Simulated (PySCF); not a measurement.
C4H8O (SMILES CCC(C)=O), singlet, geometry from GFN2-xTB, with bond 5-3 at 2.0 times its length; DF-HF/6-311G** in PySCF.

Here is a job for PySCF.
```python
from pyscf import gto, scf

mol = gto.Mole()
mol.atom = '''
    C     1.784489    0.551400   -0.275804
    C     0.843236   -0.280271    0.599429
    C    -0.537045   -0.301967   -0.026119
    C    -1.438704    0.829894    0.395226
    O    -1.215641   -2.000140   -1.593052
    H     2.789658    0.537290    0.138421
    H     1.450311    1.584968   -0.333776
    H     1.818145    0.142177   -1.282613
    H     1.219873   -1.302676    0.654482
    H     0.797967    0.144130    1.602863
    H    -0.905623    1.776361    0.356510
    H    -1.752068    0.660928    1.424375
    H    -2.319377    0.870920   -0.239973
'''
mol.basis = '6-311g**'
mol.charge = 0
mol.spin = 0
mol.verbose = 4
mol.build()

mf = scf.RHF(mol)
mf.DIIS = scf.ADIIS
mf = mf.density_fit(auxbasis='def2-universal-jkfit')
mf.kernel()
mf.analyze()
```

**Question.** What does PySCF print? Leave out banner, timings and long lists.

**Answer.** 
```
PySCF version 2.14.0

[INPUT] verbose = 4
[INPUT] num. atoms = 13
[INPUT] num. electrons = 40
[INPUT] charge = 0
[INPUT] spin (= nelec alpha-beta = 2S) = 0
[INPUT] symmetry False subgroup None
[INPUT] Mole.unit = angstrom
[INPUT] Symbol           X                Y                Z      unit          X                Y                Z       unit  Magmom
[...]
nuclear repulsion = 155.712554687361
number of shells = 72
number of NR pGTOs = 219
number of NR cGTOs = 138
basis = 6-311g**
ecp = {}

******** <class 'pyscf.df.df_jk.DFRHF'> ********
method = DFRHF
initial guess = minao
damping factor = 0
level_shift factor = 0
DIIS = <class 'pyscf.scf.diis.ADIIS'>
diis_start_cycle = 1
diis_space = 8
diis_damp = 0
SCF conv_tol = 1e-09
SCF conv_tol_grad = None
SCF max_cycles = 50
direct_scf = False
Set gradient conv threshold to 3.16228e-05
Initial guess from minao.
******** <class 'pyscf.df.df.DF'> ********
auxbasis = def2-universal-jkfit
init E= -230.730857663522
[...]
cycle= 1 E= -229.888003657277  delta_E= 0.843  |g|= 1.37  |ddm|= 2.41
[...]
cycle= 2 E= -223.612437110318  delta_E= 6.28  |g|= 2.98  |ddm|= 10.4
[...]
cycle= 3 E= -229.459999180532  delta_E= -5.85  |g|= 2.01  |ddm|= 10.2
[...]
cycle= 4 E= -230.612135154374  delta_E= -1.15  |g|= 0.234  |ddm|= 1.39
[...]
cycle= 5 E= -230.640436002528  delta_E= -0.0283  |g|= 0.382  |ddm|= 0.411
[...]
cycle= 6 E= -230.648751770552  delta_E= -0.00832  |g|= 0.502  |ddm|= 0.596
[...]
cycle= 7 E= -230.723507992119  delta_E= -0.0748  |g|= 0.179  |ddm|= 0.414
[...]
cycle= 8 E= -230.743413500685  delta_E= -0.0199  |g|= 0.114  |ddm|= 0.262
[...]
cycle= 9 E= -230.75165043349  delta_E= -0.00824  |g|= 0.0961  |ddm|= 0.17
[...]
cycle= 10 E= -230.754491892771  delta_E= -0.00284  |g|= 0.0488  |ddm|= 0.123
[...]
cycle= 11 E= -230.755431969296  delta_E= -0.00094  |g|= 0.0359  |ddm|= 0.0636
[...]
cycle= 12 E= -230.755733650765  delta_E= -0.000302  |g|= 0.0174  |ddm|= 0.0441
[...]
cycle= 13 E= -230.755829589922  delta_E= -9.59e-05  |g|= 0.0122  |ddm|= 0.0217
[...]
cycle= 14 E= -230.755860089963  delta_E= -3.05e-05  |g|= 0.00595  |ddm|= 0.0147
[...]
cycle= 15 E= -230.755869830292  delta_E= -9.74e-06  |g|= 0.00406  |ddm|= 0.00725
[...]
cycle= 16 E= -230.755872983727  delta_E= -3.15e-06  |g|= 0.00202  |ddm|= 0.00484
[...]
cycle= 17 E= -230.75587403742  delta_E= -1.05e-06  |g|= 0.00136  |ddm|= 0.00242
[...]
cycle= 18 E= -230.755874416011  delta_E= -3.79e-07  |g|= 0.000707  |ddm|= 0.00161
[...]
cycle= 19 E= -230.755874573922  delta_E= -1.58e-07  |g|= 0.000483  |ddm|= 0.00084
[...]
cycle= 20 E= -230.755874656981  delta_E= -8.31e-08  |g|= 0.000288  |ddm|= 0.000576
[...]
cycle= 21 E= -230.755874712501  delta_E= -5.55e-08  |g|= 0.000222  |ddm|= 0.000352
[...]
cycle= 22 E= -230.755874756115  delta_E= -4.36e-08  |g|= 0.000174  |ddm|= 0.000277
[...]
cycle= 23 E= -230.755874793185  delta_E= -3.71e-08  |g|= 0.000156  |ddm|= 0.000223
[...]
cycle= 24 E= -230.75587482581  delta_E= -3.26e-08  |g|= 0.000142  |ddm|= 0.000202
[...]
cycle= 25 E= -230.755874854831  delta_E= -2.9e-08  |g|= 0.000134  |ddm|= 0.000185
[...]
cycle= 26 E= -230.755874880833  delta_E= -2.6e-08  |g|= 0.000126  |ddm|= 0.000174
[...]
cycle= 27 E= -230.755874904149  delta_E= -2.33e-08  |g|= 0.000119  |ddm|= 0.000164
[...]
cycle= 28 E= -230.755874925082  delta_E= -2.09e-08  |g|= 0.000113  |ddm|= 0.000156
[...]
cycle= 29 E= -230.755874943874  delta_E= -1.88e-08  |g|= 0.000107  |ddm|= 0.000147
[...]
cycle= 30 E= -230.755874960746  delta_E= -1.69e-08  |g|= 0.000101  |ddm|= 0.000139
[...]
cycle= 31 E= -230.755874975894  delta_E= -1.51e-08  |g|= 9.61e-05  |ddm|= 0.000132
[...]
cycle= 32 E= -230.755874989488  delta_E= -1.36e-08  |g|= 9.1e-05  |ddm|= 0.000125
[...]
cycle= 33 E= -230.755875001667  delta_E= -1.22e-08  |g|= 8.63e-05  |ddm|= 0.000118
[...]
cycle= 34 E= -230.755875012628  delta_E= -1.1e-08  |g|= 8.18e-05  |ddm|= 0.000112
[...]
cycle= 35 E= -230.755875022456  delta_E= -9.83e-09  |g|= 7.75e-05  |ddm|= 0.000106
[...]
cycle= 36 E= -230.755875031298  delta_E= -8.84e-09  |g|= 7.34e-05  |ddm|= 0.000101
[...]
cycle= 37 E= -230.755875039226  delta_E= -7.93e-09  |g|= 6.96e-05  |ddm|= 9.53e-05
[...]
cycle= 38 E= -230.755875046341  delta_E= -7.12e-09  |g|= 6.6e-05  |ddm|= 9.03e-05
[...]
cycle= 39 E= -230.755875052748  delta_E= -6.41e-09  |g|= 6.25e-05  |ddm|= 8.58e-05
[...]
cycle= 40 E= -230.755875058485  delta_E= -5.74e-09  |g|= 5.92e-05  |ddm|= 8.11e-05
[...]
cycle= 41 E= -230.755875063651  delta_E= -5.17e-09  |g|= 5.61e-05  |ddm|= 7.7e-05
[...]
cycle= 42 E= -230.755875068286  delta_E= -4.64e-09  |g|= 5.32e-05  |ddm|= 7.29e-05
[...]
cycle= 43 E= -230.755875072446  delta_E= -4.16e-09  |g|= 5.04e-05  |ddm|= 6.91e-05
[...]
cycle= 44 E= -230.755875073866  delta_E= -1.42e-09  |g|= 4.94e-05  |ddm|= 2.44e-05
[...]
cycle= 45 E= -230.755875076863  delta_E= -3e-09  |g|= 4.73e-05  |ddm|= 5.33e-05
[...]
cycle= 46 E= -230.75587507977  delta_E= -2.91e-09  |g|= 4.51e-05  |ddm|= 5.41e-05
[...]
cycle= 47 E= -230.7558750813  delta_E= -1.53e-09  |g|= 4.39e-05  |ddm|= 2.96e-05
[...]
cycle= 48 E= -230.755875083378  delta_E= -2.08e-09  |g|= 4.22e-05  |ddm|= 4.15e-05
[...]
cycle= 49 E= -230.755875084477  delta_E= -1.1e-09  |g|= 4.13e-05  |ddm|= 2.27e-05
[...]
cycle= 50 E= -230.755875086453  delta_E= -1.98e-09  |g|= 3.96e-05  |ddm|= 4.19e-05
SCF not converged.
SCF energy = -230.755875086453
**** SCF Summaries ****
Total Energy =                        -230.755875086452988
Nuclear Repulsion Energy =             155.712554687360580
One-electron Energy =                 -621.257537581132738
Two-electron Energy =                  234.789107807319198
Two-electron Coulomb Energy =          266.455886517020929
DFT Exchange-Correlation Energy =      -31.666778709701731
HOMO-LUMO gap [eV] =                    11.668226258837207
**** MO energy ****
[...]
 ** Mulliken pop on meta-lowdin orthogonal AOs  **
 ** Mulliken pop  **
 ** Mulliken atomic charges  **
charge of    0C =     -0.26561
charge of    1C =     -0.17107
charge of    2C =      0.08876
charge of    3C =     -0.30088
charge of    4O =     -0.20971
charge of    5H =      0.10814
charge of    6H =      0.09144
charge of    7H =      0.10905
charge of    8H =      0.11373
charge of    9H =      0.08004
charge of   10H =      0.10741
charge of   11H =      0.12691
charge of   12H =      0.12179
Dipole moment(X, Y, Z, Debye):  1.49487,  3.06870,  2.63903
```

The run did not converge; its last values are not results.
